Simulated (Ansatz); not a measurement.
`BOB(F)S` → 2 B• + F• + 3 H• + O• + S•  (atomization)

Computed with Ansatz on PBE0-D4/def2-TZVP structures; ΔE is electronic, products minus reactants. CBS: MP2 limit from def2 TZ/QZ plus the TZ coupled-cluster correction, frozen cores. This one scheme is used for every species, atoms too. DFT in def2-TZVPP. Open shells (•) are unrestricted, without spin–orbit coupling. Spin–orbit coupling would lower the free atoms: a little for B, F, O, S. One conformer a species, not always the lowest.

`BOB(F)S`:

```xyz
8

B    -1.106   -0.561    0.635
O     0.247   -0.579    0.672
B     1.199    0.139    0.006
F     2.426    0.091    0.498
S     0.964    1.124   -1.488
H    -1.688   -1.375    1.288
H    -1.686    0.254   -0.031
H    -0.357    0.907   -1.582
```

```tsv
level	ΔE (kcal/mol)
PBE0-D4	780.2
r2SCAN0-D4	771.9
BHLYP-D4	756.2
ωB97X-V	780.8
CCSD(T)/def2-SVP	742.5
HF/def2-TZVPP	591.7
CCSD(T)/def2-TZVPP	757.2
MP2/def2-QZVPP	793.9
```

(1) What does CCSD(T)/CBS give? (Estimate.)

Largest T1 diagnostic among the species: 0.014.

Answers

(1) Ansatz gave: +776.2 kcal/mol. The listed levels differ from it by 4.0, -4.3, -20.0, 4.6, -33.7, -184.5, -19.0, 17.7 kcal/mol.

Leaving LDA and LC-ωPBE aside and taking each functional with its dispersion term where it has one, the values, not all of them listed here, spread over 40.5 kcal/mol, from BHLYP-D4 to PBE-D4. LDA lies +104.1 kcal/mol from PBE without D4, its usual overbinding. From BLYP to BHLYP (50 % exact exchange), in def2-TZVPP and without D4, ΔE moves by −20.4 kcal/mol: exact exchange takes away binding that semilocal exchange gives to molecules. In def2-TZVPP, CCSD(T) changes the Hartree–Fock value by +165.5 kcal/mol (the triples alone add +12.1 kcal/mol) and MP2 by +191.0 kcal/mol; breaking electron pairs costs correlation energy, which Hartree–Fock lacks.

For atomizations the MP2-based limit and the directly extrapolated one differ by several kJ/mol either way, and by 10 to 25 for some Ge, Se and Sn compounds, so smaller differences from it don't rank the levels.
